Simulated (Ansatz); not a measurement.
`C[SiH]([GeH3])C#N` + CH₃OH → `C[O][GeH3]` + `C[SiH2]C#N` at 600 K and 1 bar (cleavage of the Ge–Si bond).

Gas-phase electronic energies from Ansatz, PBE0-D4/def2-TZVP geometries. CBS: MP2 limit from def2 TZ/QZ plus the TZ coupled-cluster correction, frozen cores. This one scheme is used for every species. For Ge outer-core shells are correlated without core-valence functions, which leaves a few kJ/mol of doubt a bond. Scalar relativity is left out up to krypton.

```csv
species,CCSD(T)/CBS energy (Eh),H − E (kJ/mol),S (J/(mol·K))
`C[SiH]([GeH3])C#N`,-2500.21357,278.7,499.7
CH₃OH,-115.61712,163.6,277.3
`C[O][GeH3]`,-2192.93708,218.7,379.2
`C[SiH2]C#N`,-422.89500,215.0,389.5
```

H − E and S are ideal-gas, rigid-rotor, harmonic terms from PBE0-D4/def2-TZVP, for one conformer and one mirror image of each species. 1 Eh = 2625.50 kJ/mol, R = 8.31446 J/(mol·K).

By hand: ΔE, ΔH, ΔS and ΔG.

ΔE = (-2192.93708) + (-422.89500) − (-2500.21357) − (-115.61712) = -0.00139 Eh = -3.6 kJ/mol. Δ(H − E) = 218.7 + 215.0 − 278.7 − 163.6 = -8.6, so ΔH = -12.2 kJ/mol. ΔS = 379.2 + 389.5 − 499.7 − 277.3 = -8.3 J/(mol·K). ΔG = -12.2 − 600 × (-8.3)/1000 = -7.2 kJ/mol.

By hand: the equilibrium constant, and the temperature at which ΔG would vanish if ΔH and ΔS stayed fixed.

log₁₀ K = −ΔG/(RT ln 10) = 0.6. ΔG = 0 at ΔH/ΔS = 1470 K, though so small a ΔS makes that figure unsure.

TΔS isn't small against ΔH here. A doubt of 5 kJ/mol in ΔE shifts log₁₀ K by 0.4 here. Other conformers and mirror images would add mixing entropy, several J/(mol·K) or more a flexible species. These are equilibria of isolated gas molecules and say nothing of rates. Largest T1 diagnostic: 0.012 (customary marks: 0.02 for closed shells, 0.045 for open ones).
